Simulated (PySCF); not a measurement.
InB: from constants to spectrum

UHF-CCSD(T) constants of InB, ³Π (triplet), unpaired electrons σ ↑, π ↑ (PySCF, scalar-relativistic core potentials, basis sets In aug-cc-pVDZ-PP with ECP28, B aug-cc-pVDZ; masses 114.9039 and 11.0093 u):

* ωe: 368.5 cm⁻¹
* ωexe: 2.25 cm⁻¹
* Be: 0.27767 cm⁻¹
* αe: 0.00252 cm⁻¹
* D (centrifugal): 6.31e-07 cm⁻¹
* De to In + B: 1.41 eV

(1) Give the vibrational terms G(v) and spacings up to v = 6.

(2) How well does the Morse estimate ωe²/(4ωexe) reproduce De, and what is D0?

Correlated steps freeze 5 core orbitals. Correlated levels converge slowly with the basis: in double zeta they bind strong bonds too weakly, by up to about 1 eV, and carry superposition errors of some tenths. Spin–orbit coupling is left out, which matters for elements this heavy, above all for dissociation energies. The state was picked by a PBE0 search and need not be the measured ground state.

## Answers

(1) G(v) = ωe(v+½) − ωexe(v+½)².

```
v  G(v) (cm⁻¹)  G(v) − G(v−1)  Bv (cm⁻¹)
0        183.7                    0.2764
1        547.7          364.0     0.2739
2        907.2          359.5     0.2714
3       1262.2          355.0     0.2688
4       1612.7          350.5     0.2663
5       1958.7          346.0     0.2638
6       2300.2          341.5     0.2613
```

(2) It gives 1.87 eV, 133 % of the computed De. D0 = De − G(0) = 1.41 − 0.02 = 1.39 eV.
